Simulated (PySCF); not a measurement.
## Worked example: dipole moment from atomic charges

3-chloro-1,1-difluoropropa-1,2-diene (C3HClF2), SMILES C(=C=CCl)(F)F. Atoms are numbered in the order given.

```xyz
7

F     -2.1648     0.1840     1.0814
C     -1.4390    -0.0283     0.0000
F     -2.1648     0.1840    -1.0814
C     -0.1885    -0.4087     0.0000
C      1.0641    -0.7770     0.0000
Cl     2.4092     0.3408     0.0000
H      1.3911    -1.8221     0.0000
```

Geometry optimised at B3LYP-D3(BJ)/def2-SVP.

Charges (e) from PBE/def2-TZVP in PySCF:

| atom | IAO | ESP fit |
|---|---|---|
| F1 | -0.215 | -0.112 |
| C2 | 0.527 | 0.342 |
| F3 | -0.215 | -0.112 |
| C4 | -0.144 | -0.123 |
| C5 | -0.140 | -0.172 |
| Cl6 | 0.000 | -0.023 |
| H7 | 0.187 | 0.199 |

The dipole moment of the full density is 1.04 D.

Question: What dipole moment does each set of point charges give, and which comes closer to that of the density?

Answer: 
μ = Σ q r, and 1 e Å = 4.8032 D.
IAO: Σ q r = (0.311, -0.267, 0.000) e Å, |μ| = 1.97 D.
ESP fit: Σ q r = (0.054, -0.237, 0.000) e Å, |μ| = 1.17 D.
ESP fit comes closer in size. Point charges leave out the atoms' own dipoles (lone pairs, polarised bonds); fits to the potential absorb them, partitions of the density don't.
